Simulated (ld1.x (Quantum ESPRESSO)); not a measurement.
# LDA (PZ) ultrasoft dataset for Ni, fully relativistic all-electron reference.

```
Element                 : Ni
Generator               : ld1.x (Quantum ESPRESSO) 7.5
Type                    : ultrasoft
Functional              : LDA (PZ)
Relativity              : fully relativistic
Frozen core             : [Ne] 3s2
Valence charge          : 16
Reference configuration : 3p6 3d8 4s0 4p0 (charge +2)
Partial waves           : 4s (bound, empty): rcut 1.45, rcutus 1.70 bohr; 4s channel at -0.75 Ry: rcut 1.45, rcutus 1.70 bohr; 3p (bound): rcut 1.25, rcutus 1.45 bohr; 4p (bound, empty): rcut 1.25, rcutus 1.45 bohr; 3d (bound): rcut 1.10, rcutus 1.50 bohr; 3d channel at -1.1 Ry: rcut 1.10, rcutus 1.50 bohr
Local potential         : all-electron potential smoothed inside 1.20 bohr (lloc = -1)
Core correction         : Bessel-smoothed model core, default radius (core density twice the valence density)
Augmentation charge     : PSQ, inside the norm-conserving radii
```

Open shells are filled in proportion to 2j + 1 (rel_dist='average').

All-electron outer shells of the reference configuration (LDA (PZ), scalar-relativistic, ld1.x):

```csv
shell,level (eV),outermost node (bohr),outermost maximum (bohr)
2p,-863.66,–,0.16
3s,-130.27,0.30,0.64
3p,-91.05,0.27,0.65
3d,-28.71,–,0.63
4s,-21.84,0.91,2.00
4p,-15.06,0.99,2.38
```

Results:

```json
{
 "Cutoffs needed": "55 Ry and 100 Ry (the cutoffs (Ry, on a coarse ladder) from which the occupation-weighted sum of valence levels, in a spherical-Bessel basis at the reference potential, stays within 10 and 1 mRy of its value at 400 Ry)",
 "Ghost test": "ghost state, extra bound levels that the all-electron valence spectrum of the same l lacks: s at -110.5 eV; a true bound ghost makes a file unfit for plane-wave use (spherical-Bessel basis up to 400 Ry, 20 bohr box)",
 "Configuration tests": "test run stopped at test 2 of 7 (negative rho), 1 before it not solved; not counted: 3p6 3d8 4s2 4p0 (solver errors, printed error -3059 eV)",
 "Lowest eigenvalue of the overlap operator": "0.03 (p3/2 channel)",
 "Density cutoff estimated by the generator": "335 Ry"
}
```

Generation and tests took about 2.6 s on one core of a shared server CPU.
